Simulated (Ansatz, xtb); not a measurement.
AlH2I (SMILES [H][Al]([H])[I]): methods side by side

AlH2I has 4 atoms, charge 0, and is taken as a singlet. SMILES: `[H][Al]([H])[I]`. The shape comes from GFN2-xTB, which is rough for such elements, and wasn't checked as a minimum.

```xyz
4

Al    0.1134    0.1896    0.0013
H     1.6492    0.2169    0.0106
H    -0.5891    1.5553   -0.0222
I    -1.1735   -1.9618    0.0104
```

Each level gives the vertical electron affinity (to the doublet anion) (eV). The values are calculated.

The electron affinity is E(neutral) − E(anion): positive where the electron is bound.

| level | kind | program | value (eV) | CPU time (all runs) |
| --- | --- | --- | --- | --- |
| GFN2-xTB | semi-empirical | xtb | 1.87 | under 2 s |
| HF/STO-3G | Hartree–Fock | Ansatz | -6.70 | 1.2 s |
| SVWN5/STO-3G | LDA | Ansatz | -5.88 | 3.2 s |
| revPBE/STO-3G | GGA | Ansatz | -5.83 | 5.3 s |
| r2SCAN/STO-3G | meta-GGA | Ansatz | -5.77 | 15 s |
| B3LYP/STO-3G | global hybrid | Ansatz | -5.83 | 5.5 s |
| wB97M-V/STO-3G | range-separated hybrid | Ansatz | -6.05 | 59 s |
| B2PLYP/STO-3G | double hybrid | Ansatz | -6.25 | 6.9 s |
| RPA@PBE/STO-3G | RPA | Ansatz | -6.88 | 7 s |
| BCCD(T)/STO-3G | coupled cluster or CI | Ansatz | -6.88 | 1.7 s |

All-electron rows without a relativistic Hamiltonian named are non-relativistic. Spin-orbit coupling, which can split open shells on such heavy atoms by tenths of an eV, is left out. The values span -6.88 to 1.87 eV. The xTB values lack the empirical shift that such differences need. All rows use very small basis sets, so even the best lies far from the true value. In the correlated wave-function rows the outer d shell of I is correlated, in sets not made for it. Negative values mean that the anion is unbound at that level; they are set by how diffuse the basis is and aren't properties of the molecule. Times are those of the runs behind each value, whatever else they computed, on shared processors of several kinds: orders of magnitude only.
